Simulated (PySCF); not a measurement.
## Dipole response of Lu (lutetium, neutral)

[Xe] 4f14 5d2 6s1, high-spin 4F determinant (an excited configuration). All numbers are calculated (PySCF 2.14, scalar relativity by spin-free X2C-1e, in x2c-TZVPPall with one added diffuse shell each of s, p, d type (12s8p8d2f2g, 108 functions)). Coupled (time-dependent) response in atomic units; α is the mean over directions.

```
method  mean α (bohr³)  C₆ (like pair)   S(−4)
   PBE           255.2            1549  657500
```

S(−4) is the Cauchy moment in α(ω) = α(0) + S(−4) ω² + …

Spin-orbit coupling is absent.

α(iu) at PBE:

```json
{"u (hartree)": "0", "α(iu) (bohr³)": "255.2"}
{"u (hartree)": "0.0500", "α(iu) (bohr³)": "78.37"}
{"u (hartree)": "0.100", "α(iu) (bohr³)": "49.31"}
{"u (hartree)": "0.200", "α(iu) (bohr³)": "25.16"}
{"u (hartree)": "0.300", "α(iu) (bohr³)": "15.75"}
{"u (hartree)": "0.500", "α(iu) (bohr³)": "9.029"}
{"u (hartree)": "0.750", "α(iu) (bohr³)": "6.146"}
{"u (hartree)": "1.00", "α(iu) (bohr³)": "4.726"}
{"u (hartree)": "1.50", "α(iu) (bohr³)": "3.172"}
{"u (hartree)": "2.00", "α(iu) (bohr³)": "2.301"}
{"u (hartree)": "3.00", "α(iu) (bohr³)": "1.378"}
{"u (hartree)": "5.00", "α(iu) (bohr³)": "0.6668"}
```

A single London oscillator, α(iu) = α/(1 + u²/ω²), gives C₆ = (3/4) ω α². Matching the computed C₆ needs ω = 4 × 1549 / (3 × 255.2²) = 0.0317 hartree.

Spin-orbit coupling, absent here, splits the open shell strongly.
